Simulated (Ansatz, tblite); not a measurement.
Removing and adding an electron: Li3Cl3 (the lowest singlet isomer of a short search). The state is a singlet with charge 0. Geometry: PBE-D4/def2-SVP. Ansatz, gas phase; energy differences of separate SCF runs; the oxidised species was run as a doublet alone; the reduced species was run as a doublet alone.

Cartesian coordinates in Å:
```
Li -0.527 -0.196 -1.819
Li 0.563 1.699 0.652
Li -0.037 -1.502 1.167
Cl -0.710 -2.118 -0.811
Cl 0.029 1.879 -1.452
Cl 0.680 0.238 2.264
```

The xTB rows come from tblite. The structure comes from a short search, and lower isomers may exist.

```csv
level,−HOMO (eV),vertical IE (eV),−LUMO (eV),vertical EA (eV),HOMO–LUMO gap (eV),IE − EA (eV),remarks
GFN2-xTB,11.42,13.75,5.87,3.02,5.55,10.73,–
r2SCAN-D4/def2-TZVPD,7.42,–,0.61,-0.11,6.81,–,HOMO above zero (-1 doublet)
PBE0-D4/def2-TZVPD,8.47,–,0.69,-0.08,7.78,–,HOMO above zero (-1 doublet)
```

Estimate the rows for GFN1-xTB, PBE-D4/def2-TZVPD, PBE0-D4/def2-TZVP.


```
            level  −HOMO (eV)  vertical IE (eV)  −LUMO (eV)  vertical EA (eV)  HOMO–LUMO gap (eV)  IE − EA (eV)                       remarks
         GFN1-xTB       12.89             14.90        7.05              4.86                5.84         10.04                             –
PBE-D4/def2-TZVPD        7.10                 –        1.24              0.06                5.86             –  HOMO above zero (-1 doublet)
PBE0-D4/def2-TZVP        8.49             10.35        0.65                 –                7.83             –                             –
```

Run but left out: PBE-D4/def2-TZVP, r2SCAN-D4/def2-TZVP (charge +1 doublet: an occupied level 0.06 eV above an empty one).   A HOMO above zero means that the electron is unbound at that level or that self-interaction error raises the level; the energy of removing that electron tells which. Raw xTB energy differences between charge states are shifted by several eV; the methods need an empirical correction for them. A negative affinity means that the extra electron isn't bound; its size then hangs on the basis.
